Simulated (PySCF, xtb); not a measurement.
oxetan-3-ylmethanol (C4H8O2), SMILES OCC1COC1. One conformer was computed; it need not be the lowest.

Harmonic wavenumbers (cm⁻¹) from GFN2-xTB run with xtb 6.7.1 at its own minimum, in rising order: 74, 96, 227, 326, 388, 469, 761, 886, 893, 921, 1024, 1053, 1066, 1085, 1098, 1106, 1120, 1137, 1200, 1215, 1254, 1260, 1308, 1328, 1350, 1467, 1478, 1484, 2861, 2924, 2936, 2949, 2959, 2960, 2986, 3544.

Problem. What does PBE-D3(BJ)/def2-SVP (PySCF 2.14.0) give at its own minimum? (The exact figures need the calculation; the answer reports its results.)

Solution. 77, 128, 224, 313, 367, 481, 778, 840, 868, 884, 956, 1023, 1038, 1062, 1083, 1100, 1118, 1125, 1196, 1219, 1253, 1293, 1334, 1345, 1369, 1432, 1442, 1470, 2894, 2921, 2935, 2969, 2985, 2993, 3009, 3697. Paired by order, the mean absolute difference is 24 cm⁻¹ and the zero-point energies are 73.2 and 73.2 kcal/mol.
